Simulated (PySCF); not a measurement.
Species: `C=C=C(C)[Si@@H](Cl)CC`. The columns A, B, C and D hold Mulliken, IAO, Hirshfeld and ESP-fitted charges (e) of one PBE0/pcSseg-1 density (PySCF), in a shuffled order. Coordinates in Å (GFN2-xTB); the density's dipole moment is (-0.28, -0.80, 1.66) D.

```
atom       x       y       z       A       B       C       D
  C1  -2.184  -0.232   1.326  -0.160  -0.555  -0.385  -0.117
  C2  -1.472  -0.423   0.262  -0.038  +0.158  +0.044  +0.014
  C3  -0.731  -0.599  -0.793  -0.629  -0.034  -0.317  -0.104
  C4  -1.166  -1.497  -1.922  -0.173  -0.535  -0.410  -0.115
 Si5   0.931   0.285  -0.993  +0.914  +0.187  +0.941  +0.367
 Cl6   0.816   1.457  -2.654  -0.334  -0.185  -0.323  -0.131
  C7   1.350   1.381   0.502  -0.573  -0.068  -0.540  -0.158
  C8   1.576   0.584   1.782  -0.297  -0.135  -0.409  -0.119
  H9  -2.913   0.561   1.388  +0.152  +0.220  +0.174  +0.059
 H10  -2.089  -0.861   2.198  +0.150  +0.219  +0.171  +0.058
 H11  -2.134  -1.948  -1.713  +0.121  +0.163  +0.154  +0.046
 H12  -1.234  -0.923  -2.845  +0.136  +0.179  +0.156  +0.041
 H13  -0.432  -2.287  -2.073  +0.128  +0.174  +0.150  +0.046
 H14   1.984  -0.706  -1.247  -0.064  -0.014  -0.134  -0.078
 H15   0.545   2.100   0.671  +0.152  +0.049  +0.153  +0.039
 H16   2.245   1.967   0.285  +0.150  +0.055  +0.152  +0.040
 H17   1.814   1.247   2.612  +0.121  +0.046  +0.144  +0.043
 H18   0.684   0.019   2.040  +0.130  +0.030  +0.141  +0.031
 H19   2.399  -0.115   1.659  +0.114  +0.048  +0.137  +0.038
```

Question: Which column most likely holds the ESP-fitted charges?

Answer: B. Σ q r misses the density's dipole by 0.08 D (B), 1.06 D (C), 1.06 D (D), 1.32 D (A). Charges fitted to the outside potential are the only set here that is tied to the molecule's multipoles.

Question: And the Hirshfeld charges?

Answer: D. The mean sizes are 0.086 e (D), 0.161 e (B), 0.239 e (A), 0.265 e (C), and Hirshfeld charges are commonly the smallest of these schemes.

As computed, A = Mulliken, B = ESP-fitted, C = IAO, D = Hirshfeld. Hydrogens on carbon: Mulliken +0.11 to +0.15, ESP-fitted +0.03 to +0.22, IAO +0.14 to +0.17, Hirshfeld +0.03 to +0.06 e.

The IAO scheme projects the occupied orbitals on a minimal set of polarised atomic orbitals and counts the electrons in each atom's part of it. The Hirshfeld scheme weights the molecular density at each point by an atom's share of the summed free-atom densities.

Isolated species at its GFN2-xTB geometry (one conformer only).

The values belong to the conformer `[CH2:1]=[C:2]=[C:3]([CH3:4])[Si@@H:5]([Cl:6])[CH2:7][CH3:8]`: C2–C3–Si5–Cl6 -119°, C3–Si5–C7–C8 66°.
